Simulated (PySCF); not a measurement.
# Electron correlation in Al⁻ (aluminium, charge -1)

[Ne] 3s2 3p2, high-spin 3P determinant. Calculation: PySCF 2.14, in dyall-av3z; scalar relativity by spin-free X2C-1e. Frozen: [Ne]; 4 electrons correlated; the 22 highest virtual orbitals of each spin left out.

| level | correlation energy (mhartree) |
| --- | --- |
| CCSD | -64.86 |
| (T) | -3.11 |
| CCSD(T) | -67.97 |

Diagnostics: T1 = 0.019, D1 = 0.0419, largest double amplitude 0.081.

Cost of the coupled-cluster step: roughly 8 core-seconds, for 4 correlated electrons.

Iterations:

```
CC2 = 0
CCSD nocc = (np.int64(3), np.int64(1)), nmo = (57, 57)
frozen orbitals [[0, 1, 2, 3, 4, 62, 63, 64, 65, 66, 67, 68, 69, 70, 71, 72, 73, 74, 75, 76, 77, 78, 79, 80, 81, 82, 83], [0, 1, 2, 3, 4, 62, 63, 64, 65, 66, 67, 68, 69, 70, 71, 72, 73, 74, 75, 76, 77, 78, 79, 80, 81, 82, 83]]
max_cycle = 100
direct = 0
conv_tol = 1e-08
conv_tol_normt = 1e-06
diis_space = 8
diis_start_cycle = 0
Init t2, MP2 energy = -0.0497627098454597
Init E_corr(UCCSD) = -0.0497627098509945
cycle = 1  E_corr(UCCSD) = -0.0597558539790029  dE = -0.00999314413  norm(t1,t2) = 0.0646947
cycle = 2  E_corr(UCCSD) = -0.0627544852872618  dE = -0.00299863131  norm(t1,t2) = 0.0264142
cycle = 3  E_corr(UCCSD) = -0.0648136642009094  dE = -0.00205917891  norm(t1,t2) = 0.0130185
cycle = 4  E_corr(UCCSD) = -0.0648374847089204  dE = -2.3820508e-05  norm(t1,t2) = 0.0030525
cycle = 5  E_corr(UCCSD) = -0.0648662333042192  dE = -2.87485953e-05  norm(t1,t2) = 0.000727098
cycle = 6  E_corr(UCCSD) = -0.0648597963763269  dE = 6.43692789e-06  norm(t1,t2) = 0.000199903
cycle = 7  E_corr(UCCSD) = -0.0648608538064439  dE = -1.05743012e-06  norm(t1,t2) = 7.29796e-05
cycle = 8  E_corr(UCCSD) = -0.0648613787931311  dE = -5.24986687e-07  norm(t1,t2) = 3.06439e-05
cycle = 9  E_corr(UCCSD) = -0.0648606027059771  dE = 7.76087154e-07  norm(t1,t2) = 1.31778e-05
cycle = 10  E_corr(UCCSD) = -0.0648608419793116  dE = -2.39273334e-07  norm(t1,t2) = 4.2959e-06
cycle = 11  E_corr(UCCSD) = -0.0648608583291367  dE = -1.63498251e-08  norm(t1,t2) = 1.34497e-06
cycle = 12  E_corr(UCCSD) = -0.0648608470100097  dE = 1.13191271e-08  norm(t1,t2) = 3.99609e-07
cycle = 13  E_corr(UCCSD) = -0.0648608423547944  dE = 4.65521525e-09  norm(t1,t2) = 1.34372e-07
UCCSD converged
E(UCCSD) = -242.3825471331858  E_corr = -0.06486084235479443
UCCSD(T) correction = -0.00310687388701605
```
